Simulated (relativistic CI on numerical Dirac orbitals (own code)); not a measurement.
d1 to d9 in one octahedral field

Computed with a parametric ligand-field model without spin-orbit coupling, by exact diagonalisation: B = 350, C = 1370, 10Dq = 21400 cm⁻¹ (Oh; |10Dq|/B = 61.1) for every shell. Energies in cm⁻¹; the field energy is (0.6 n_e − 0.4 n_t2) × 10Dq of the ground term; g labels are left out. So small a B with so large a field is typical of 4d and 5d ions, where spin-orbit coupling, left out here, reaches 1,000 to 4,000 cm⁻¹.

| Shell | Ground term | Electrons in e | Field energy | First spin-allowed bands | Lowest term of other spin |
| --- | --- | --- | --- | --- | --- |
| d1 | 2T2 | 0.000 | -8560 | 2E 21400 |  |
| d2 | 3T1 | 0.007 | -16967 | 3T2 20528, 3T1 24907 | 1T2 4949 |
| d3 | 4A2 | 0.000 | -25680 | 4T2 21400, 4T1 25361 | 2E 6914 |
| d4 | 3T1 | 0.011 | -34006 | 3E 20019, 3T1 20350 | 1T2 4282 |
| d5 | 2T2 | 0.021 | -42343 | 2A2 19477, 2T1 19605 | 4T1 14649 |
| d6 | 1A1 | 0.016 | -51019 | 1T1 20353, 1T2 25447 | 3T1 17465 |
| d7 | ? | ? | ? | ? | ? |
| d8 | 3A2 | 2.000 | -25680 | 3T2 21400, 3T1 25361 | 1E 5506 |
| d9 | 2E | 3.000 | -12840 | 2T2 21400 |  |

Task: Fill in the row of d7.

Result: Ground term: 2E; Electrons in e: 1.010; Field energy: -38299; First spin-allowed bands: 2T1 20276, 2T2 20620; Lowest term of other spin: 4T1 14614. Low spin: d4, d5, d6, d7; the other shells keep the spin of the free ion. Only d4 to d7 can choose; the field needed to pair spins is smallest for d6 and largest for d5, which loses most exchange energy. In the strong-field picture 10Dq must exceed about 6B + 5C = 8950 (d4), 7.5B + 5C = 9475 (d5), 2.5B + 4C = 6355 (d6) and 4B + 4C = 6880 (d7); mixing of terms shifts these bounds somewhat.
